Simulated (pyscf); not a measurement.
Single points on ωB97X-D3(BJ)/def2-SVP structures (PySCF, gas phase).

Task: How much does it cost (ΔH, 298 K, ωB97M-D3(BJ)/def2-TZVP) to split `[SiH3][S][Ag]` at its Ag–S bond into H₃Si–S• + Ag•?

Result: Ag–S to H₃Si–S• + Ag•: 242.9 kJ/mol. The 7 functionals that were run give +220.7 (B3LYP-D3(BJ)) to +260.7 kJ/mol (ωB97X-D3(BJ)/def2-TZVP). Other isomers of H₃Si–S• were not searched in full and may lie lower. Open-shell species with a d-block atom are single-reference here; other states, and whether the spin sits on metal or ligand, were not checked. Elements past Kr carry the def2 core potentials, without spin-orbit coupling.
